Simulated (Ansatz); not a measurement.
This geometry of GaH$_{5}$S (7 atoms, charge 0, multiplicity 1) is a first-order saddle point.

The calculation used Ansatz 0.2.0, RKS PBE-D4/def2-SVP.

```xyz
7
Properties=species:S:1:pos:R:3
Ga 0.099 -0.221 -0.104
H -0.100 -0.092 1.624
H 1.560 0.227 -0.435
H -1.292 0.007 -0.782
S 0.272 -2.594 0.650
H -1.075 -2.797 0.606
H 0.036 -1.196 1.526
```

Task: Which two structures does it join? (They come from a converged band through this point; their orientation in space is the band's.)

Result: Bonds broken: Ga1–H2, S5–H7. Bonds formed: H2–H7. GaH5S becomes GaH3S + H2.

Image 0:

```xyz
7
Properties=species:S:1:pos:R:3
Ga -0.037 0.098 -0.013
H -0.541 0.545 1.424
H 1.498 0.261 -0.373
H -1.098 -0.058 -1.181
S 0.117 -2.489 0.486
H -1.129 -2.631 1.022
H 0.690 -2.390 1.719
```

Image 10:

```xyz
7
Properties=species:S:1:pos:R:3
Ga 0.103 -0.693 -0.369
H 0.040 0.381 2.173
H 1.500 0.010 -0.510
H -1.316 -0.044 -0.558
S 0.212 -2.876 0.052
H -1.139 -3.056 0.064
H 0.099 -0.386 2.231
```

Task: How far does it lie above each of them?

Result: 0.52 eV above the first and 0.87 eV above the second. This is the barrier of this one path; another mechanism may lie lower. The orbitals stay closed-shell, which can raise the energy where a bond breaks towards radicals; this wasn't checked here.

Run time: 3.2 min on 1 thread of Arm Neoverse V2, on a shared host, peak memory 0.15 GiB.
